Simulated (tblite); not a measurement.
A tight-binding relaxation on `C[Se][Si@@H]1C=C[C@@H]1CC#N`.

Computed with GFN2-xTB geometry optimisation, gas phase (tblite 0.8.0). Start geometry: from a force field or distance geometry. A driver script takes a list of jobs; this job's settings line and coordinates (Å) are shown.

Command:
```bash
OMP_NUM_THREADS=1 python probes_run.py task.json out
```

Input:
```
{"job": {"kind": "relax", "xc": "GFN2-xTB", "basis": "xTB"}, "charge": 0, "multiplicity": 1}
C      3.583100     0.075700     0.120200
Se     1.832600     0.805400     0.650100
Si     0.409000    -0.964000     0.641200
C      0.069500    -1.438800    -1.071400
C     -1.179800    -1.144100    -1.081700
C     -1.326600    -0.659700     0.247000
C     -1.850000     0.768800     0.413600
C     -3.272900     0.755000     0.042200
N     -4.399700     0.746400    -0.254800
H      3.477800    -1.004600    -0.009700
H      3.950700     0.545800    -0.801000
H      4.270000     0.215400     0.986200
H      0.731100    -2.038500     1.593700
H      0.744500    -1.877300    -1.850800
H     -1.929100    -1.225600    -1.922000
H     -2.019600    -1.297700     0.903500
H     -1.817200     0.970500     1.512700
H     -1.282100     1.508700    -0.130500
```

Problem. Give the output.

Solution. 
```
step      E/eV     max force
  0    -684.09299    6.247
  1    -684.46246    7.000
  2    -684.54496    7.386
  3    -684.76822    4.010
  4    -684.87427    0.946
  5    -684.91059    0.600
  6    -684.96392    0.653
  7    -684.99012    0.497
  8    -685.00153    0.256
  9    -685.01225    0.375
... (122 lines left out)
132    -685.14533    0.026
133    -685.14545    0.022
134    -685.14555    0.025
135    -685.14563    0.025
136    -685.14571    0.020
137    -685.14578    0.018
138    -685.14586    0.014
139    -685.14592    0.015
140    -685.14596    0.012
141    -685.14598    0.009
```

«max force» is the largest atomic force in eV/Å.

Problem. From which step on does the largest force stay under 0.1 eV/Å, and how much energy is left to gain from there?

Solution. From step 112 (0.071 eV/Å), 6.6 meV above the end.

Main results: energy lowered by 24.3 kcal/mol over 141 steps; largest atomic force 0.009 eV/Å at the end.

Problem. Where do the atoms end?

Solution. 0.566 Å rms from the input after alignment:
```
atom  x, y, z in Å
C1     3.5481    0.1221    0.5135
Se2    1.7690    0.9184    0.4240
Si3    0.6010   -1.0279    0.1980
C4    -0.1068   -1.5128   -1.4900
C5    -1.3623   -1.2174   -1.1486
C6    -1.3100   -0.7333    0.2739
C7    -1.7754    0.7123    0.4581
C8    -3.1764    0.8304    0.1514
N9    -4.2911    0.8808   -0.0994
H10    3.5817   -0.5904    1.3323
H11    3.7690   -0.3680   -0.4296
H12    4.2565    0.9260    0.6892
H13    1.2011   -2.0527    1.0554
H14    0.2404   -1.8956   -2.4351
H15   -2.2637   -1.2812   -1.7384
H16   -1.8700   -1.3824    0.9490
H17   -1.6101    1.0366    1.4901
H18   -1.2098    1.3765   -0.2056
```

Time: 3.9 s of wall time. Hardware: an Intel Xeon at 2.50 GHz with one thread, shared host.
Labels such as C1 count atoms from 1, the log's own numbers from 0.
